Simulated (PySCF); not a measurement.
Compound: C₂H₃BF₂O.
Bonds: O1–C2 (double), C2–C3, C3–B4, B4–F5, B4–F6. Hydrogens: H7 on C2; H8, H9 on C3.

A linear-response calculation (PySCF, def2-SVPD basis, gas phase, vertical, core orbitals frozen in the response) gave these numbers; the functional is withheld.

Orbital energies (eV): HOMO-3 -13.80, HOMO-2 -13.15, HOMO-1 -11.88, HOMO -9.39, LUMO 0.02, LUMO+1 0.70, LUMO+2 0.93.

| state | E (eV) | f | main configurations (H = HOMO, L = LUMO) |
| --- | --- | --- | --- |
| S1 | 4.38 | 0.0002 | H→L (88%), H→L+1 (8%) |
| S2 | 6.90 | 0.0065 | H→L+1 (58%), H→L+2 (30%), H→L (9%) |
| S3 | 7.71 | 0.025 | H→L+2 (54%), H→L+1 (22%), H→L+3 (10%) |
| S4 | 8.21 | 0.062 | H→L+3 (80%) |
| S5 | 8.44 | 0.117 | H-1→L (60%), H-1→L+2 (16%) |
| S6 | 8.65 | 0.025 | H→L+4 (80%) |

Triplets, Tamm–Dancoff:

```tsv
state	E (eV)	λ (nm)	main configurations (H = HOMO, L = LUMO)
T1	3.77	328.6	H→L (87%), H→L+1 (9%)
T2	5.99	207.0	H-1→L (65%), H-3→L (16%)
T3	6.76	183.3	H→L+1 (52%), H→L+2 (34%), H→L (9%)
T4	7.46	166.1	H→L+2 (43%), H→L+1 (25%), H→L+3 (15%)
```

Vertical ionisation energy by ΔSCF with the same functional: 10.52 eV. Mean static polarisability: 40.9 au.

Question: Name the functional.
A. HF
B. PBE0
C. PBE
D. CAM-B3LYP

Answer: D. CAM-B3LYP is range-separated, 19% exact exchange at short range and 65% at long range (ω = 0.33 bohr⁻¹). In this run −ε(HOMO) = 9.39 eV differs from the ΔSCF value by -1.13 eV, and S1 differs from the orbital gap of 9.41 eV by -5.03 eV. The ratio −ε(HOMO)/IP is 0.89. Usual ranges for neutral molecules in this basis: 0.85 to 0.93 with CAM-B3LYP, 0.5 to 0.7 with PBE, 0.7 to 0.83 with PBE0; with Hartree–Fock the ratio is 1 or more (Koopmans' value less the relaxation energy is the ΔSCF value). The other options: PBE, a GGA without exact exchange; HF, time-dependent Hartree–Fock, 100% exact exchange; PBE0, a global hybrid with 25% exact exchange.

Level of theory: PySCF 2.14.0, density-fitted response routines, TDDFT CAM-B3LYP/def2-SVPD, vertical, gas phase, core orbitals frozen in the response. The structure is a single PBE0-D3(BJ)/def2-SVP conformer in the gas phase; no vibrational or solvent corrections.

Time: 32 s of wall time. Hardware: one thread of an Arm Neoverse V1, on a shared host.

The values belong to the conformer `[O:1]=[CH:2][CH2:3][B:4]([F:5])[F:6]`: O1–C2–C3–B4 -113°, C2–C3–B4–F5 137°.
